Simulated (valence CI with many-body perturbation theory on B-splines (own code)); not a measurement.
Energy levels of Au72+

Computed by relativistic CI+MBPT: five valence electrons over a frozen Dirac-Fock core [He], radial functions for each j: 11 s, 11 p, 10 d, 8 f, 5 g, 2 h, with the one-electron correlation potential Σ1, the two-electron term Σ2, the three-electron term Σ3, Breit, model QED; selected CI, second order for the rest, scaled by the run's own slope (own B-spline code, finite nucleus).

The last digits are not significant, and no measured levels were compared; by estimate large intervals hold to a few tenths of a per cent, small ones and those within an open d or f shell to about a per cent. Among the levels kept, up to 7600 cm⁻¹ of a level comes from second order outside the variational space, and about a tenth of that is noise between levels of different J, which matters for small intervals.

Levels 91 to 135 of 202, with energies above the lowest level, (2s^2 2p1/2^2 2p3/2) J=3/2. "Leading %" is the weight of the configuration and term that name the level; weights of strongly mixed levels are sums over their largest components and can fall short. In the jj column 3d3/2^4 stands for four electrons in 3d with j = 3/2.

| No. | Configuration | Term | J | E (Ry) | Leading % | Second component | Leading jj |
| --- | --- | --- | --- | --- | --- | --- | --- |
| 91 | 2s2p³3s | ⁴D° | 7/2 | 1044.8 | 100 |  | 2s 2p1/2 2p3/2^2 3s (100 %) |
| 92 | 2s2p³3s | ²D° | 5/2 | 1047.1 | 76 | 22 % 2s2p³3s ⁴D° | 2s 2p1/2 2p3/2^2 3s (100 %) |
| 93 | 2s2p³3p | ⁶P | 3/2 | 1050.4 | 41 | 20 % 2s2p³3p ⁴D | 2s 2p1/2 2p3/2^2 3p1/2 (100 %) |
| 94 | 2s2p³3s | ⁴P° | 1/2 | 1050.8 | 84 | 15 % 2s2p³3s ²P° | 2s 2p1/2 2p3/2^2 3s (100 %) |
| 95 | 2s2p³3p | ⁴F | 5/2 | 1051.3 | 29 | 23 % 2s2p³3p ⁴P | 2s 2p1/2 2p3/2^2 3p1/2 (100 %) |
| 96 | 2s2p³3s | ²S° | 1/2 | 1052.8 | 55 | 44 % 2s2p³3s ⁴D° | 2s 2p1/2 2p3/2^2 3s (99 %) |
| 97 | 2s2p³3s | ⁴S° | 3/2 | 1053.0 | 34 | 25 % 2s2p³3s ²D° | 2s 2p1/2 2p3/2^2 3s (99 %) |
| 98 | 2s2p³3s | ⁴P° | 3/2 | 1053.3 | 33 | 30 % 2s2p³3s ²D° | 2s 2p1/2 2p3/2^2 3s (99 %) |
| 99 | 2s2p³3s | ²D° | 3/2 | 1053.5 | 54 | 18 % 2s2p³3s ⁴D° | 2s 2p1/2 2p3/2^2 3s (100 %) |
| 100 | 2s2p³3p | ²F | 7/2 | 1053.8 | 44 | 34 % 2s2p³3p ⁴F | 2s 2p1/2 2p3/2^2 3p1/2 (100 %) |
| 101 | 2s2p³3s | ²D° | 5/2 | 1053.9 | 85 | 11 % 2s2p³3s ⁴D° | 2s 2p1/2 2p3/2^2 3s (99 %) |
| 102 | 2s2p³3s | ²P° | 1/2 | 1055.6 | 95 | 4 % 2s2p³3s ⁴P° | 2s 2p1/2 2p3/2^2 3s (100 %) |
| 103 | 2s2p³3p | ⁴P | 5/2 | 1057.0 | 51 | 26 % 2s2p³3p ²D | 2s 2p1/2 2p3/2^2 3p1/2 (100 %) |
| 104 | 2s2p³3p | ⁴D | 1/2 | 1059.4 | 71 | 22 % 2s2p³3p ²P | 2s 2p1/2 2p3/2^2 3p1/2 (100 %) |
| 105 | 2s2p³3p | ⁴P | 1/2 | 1060.8 | 52 | 26 % 2s2p³3p ²P | 2s 2p1/2 2p3/2^2 3p1/2 (100 %) |
| 106 | 2s2p³3p | ²P | 3/2 | 1061.0 | 28 | 27 % 2s2p³3p ⁴F | 2s 2p1/2 2p3/2^2 3p1/2 (100 %) |
| 107 | 2s2p³3p | ²F | 5/2 | 1061.5 | 61 | 17 % 2s2p³3p ²D | 2s 2p1/2 2p3/2^2 3p1/2 (100 %) |
| 108 | 2s2p³3p | ⁴D | 3/2 | 1061.8 | 36 | 36 % 2s2p³3p ²D | 2s 2p1/2 2p3/2^2 3p1/2 (100 %) |
| 109 | 2s²2p²4p | ²P° | 3/2 | 1062.1 | 36 | 19 % 2s²2p²4p ⁴D° | 2s^2 2p1/2^2 4p3/2 (100 %) |
| 110 | 2s²2p²4d | ²D | 3/2 | 1064.9 | 43 | 32 % 2s²2p²4d ⁴F | 2s^2 2p1/2^2 4d3/2 (100 %) |
| 111 | 2s2p³3p | ²P | 3/2 | 1065.3 | 40 | 24 % 2s2p³3p ²D | 2s 2p1/2 2p3/2^2 3p1/2 (99 %) |
| 112 | 2s2p³3p | ⁴P | 1/2 | 1065.5 | 42 | 33 % 2s2p³3p ²S | 2s 2p1/2 2p3/2^2 3p1/2 (100 %) |
| 113 | 2s²2p²4d | ²D | 5/2 | 1069.7 | 37 | 18 % 2s²2p²4d ⁴D | 2s^2 2p1/2^2 4d5/2 (100 %) |
| 114 | 2s²2p²4f | ²F° | 5/2 | 1071.1 | 42 | 29 % 2s²2p²4f ⁴G° | 2s^2 2p1/2^2 4f5/2 (100 %) |
| 115 | 2s²2p²3p | ⁴D° | 7/2 | 1071.8 | 65 | 34 % 2s²2p²3p ²F° | 2s^2 2p3/2^2 3p3/2 (99 %) |
| 116 | 2s²2p²3p | ²D° | 5/2 | 1071.8 | 52 | 38 % 2s²2p²3p ⁴P° | 2s^2 2p3/2^2 3p3/2 (99 %) |
| 117 | 2s²2p²3p | ²P° | 1/2 | 1071.9 | 53 | 35 % 2s²2p²3p ²S° | 2s^2 2p3/2^2 3p3/2 (98 %) |
| 118 | 2s²2p²4f | ²F° | 7/2 | 1073.2 | 38 | 17 % 2s²2p²4f ²G° | 2s^2 2p1/2^2 4f7/2 (100 %) |
| 119 | 2s²2p²3p | ²P° | 3/2 | 1075.9 | 61 | 14 % 2s²2p²3p ²D° | 2s^2 2p3/2^2 3p3/2 (99 %) |
| 120 | 2s²2p²3p | ²P° | 3/2 | 1078.1 | 61 | 14 % 2s²2p²3p ²D° | 2s^2 2p3/2^2 3p3/2 (99 %) |
| 121 | 2p⁴3s | ⁴P | 5/2 | 1080.1 | 66 | 31 % 2p⁴3s ²D | 2p1/2^2 2p3/2^2 3s (97 %) |
| 122 | 2p⁴3s | ²P | 3/2 | 1081.0 | 55 | 31 % 2p⁴3s ²D | 2p1/2^2 2p3/2^2 3s (97 %) |
| 123 | 2s²2p²3d | ²D | 3/2 | 1081.3 | 29 | 26 % 2s²2p²3d ⁴P | 2s^2 2p3/2^2 3d3/2 (99 %) |
| 124 | 2s²2p²3d | ²F | 7/2 | 1081.4 | 38 | 30 % 2s²2p²3d ²G | 2s^2 2p3/2^2 3d3/2 (99 %) |
| 125 | 2s²2p²3d | ⁴D | 5/2 | 1081.4 | 28 | 24 % 2s²2p²3d ²F | 2s^2 2p3/2^2 3d3/2 (98 %) |
| 126 | 2s²2p²3d | ⁴P | 1/2 | 1081.8 | 49 | 23 % 2s²2p²3d ²P | 2s^2 2p3/2^2 3d3/2 (98 %) |
| 127 | 2p⁴3s | ²S | 1/2 | 1085.8 | 64 | 23 % 2p⁴3s ⁴P | 2p1/2^2 2p3/2^2 3s (97 %) |
| 128 | 2s²2p²3d | ²D | 3/2 | 1086.6 | 68 | 13 % 2s²2p²3d ⁴F | 2s^2 2p3/2^2 3d3/2 (97 %) |
| 129 | 2p⁴3p | ⁴P° | 3/2 | 1088.6 | 30 | 18 % 2p⁴3p ⁴S° | 2p1/2^2 2p3/2^2 3p1/2 (98 %) |
| 130 | 2p⁴3p | ²D° | 5/2 | 1088.7 | 36 | 26 % 2p⁴3p ⁴D° | 2p1/2^2 2p3/2^2 3p1/2 (98 %) |
| 131 | 2s²2p²3d | ²F | 7/2 | 1090.0 | 47 | 36 % 2s²2p²3d ⁴D | 2s^2 2p3/2^2 3d5/2 (92 %) |
| 132 | 2s²2p²3d | ⁴F | 9/2 | 1090.1 | 63 | 34 % 2s²2p²3d ²G | 2s^2 2p3/2^2 3d5/2 (96 %) |
| 133 | 2s²2p²3d | ²P | 1/2 | 1091.3 | 58 | 23 % 2s²2p²3d ²S | 2s^2 2p3/2^2 3d5/2 (95 %) |
| 134 | 2s2p³3p | ⁶P | 7/2 | 1091.4 | 47 | 29 % 2s2p³3p ⁴F | 2s 2p1/2 2p3/2^2 3p3/2 (94 %) |
| 135 | 2s2p³3p | ⁴P | 5/2 | 1091.7 | 32 | 25 % 2s2p³3p ⁴D | 2s 2p1/2 2p3/2^2 3p3/2 (96 %) |
